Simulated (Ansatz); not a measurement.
Basis sets compared for [Cu(H2O)2]+ (CuO₂H₄⁺). The state is a singlet with charge 1. Geometry PBE0-D4/def2-TZVP. Ansatz on 4 threads of Arm Neoverse V1 on a shared host; times are rough, and most runs start from earlier orbitals.

```xyz
7

Cu    0.002    0.001   -0.001
O    -0.693    1.711    0.475
H    -0.160    2.512    0.533
H    -1.491    1.842    0.997
O     0.701   -1.707   -0.478
H     1.448   -1.836   -1.072
H     0.192   -2.524   -0.452
```

| level | functions | energy (Eh) | HOMO (eV) | LUMO (eV) | wall time |
| --- | --- | --- | --- | --- | --- |
| PBE-D4/def2-SVP | 79 | -1792.4125 | -10.20 | -6.43 | 0.6 s |
| PBE0-D4/def2-SVP | 79 | -1792.4272 | -11.96 | -5.41 | 0.75 s |

(1) Estimate the rows for PBE-D4/def2-TZVP, PBE0-D4/def2-TZVP (with forces).

## Answers

(1) 
```csv
level,functions,energy (Eh),HOMO (eV),LUMO (eV),wall time
PBE-D4/def2-TZVP,131,-1792.8466,-10.72,-6.85,0.85 s
PBE0-D4/def2-TZVP (with forces),131,-1792.8491,-12.37,-5.75,1.4 s
```
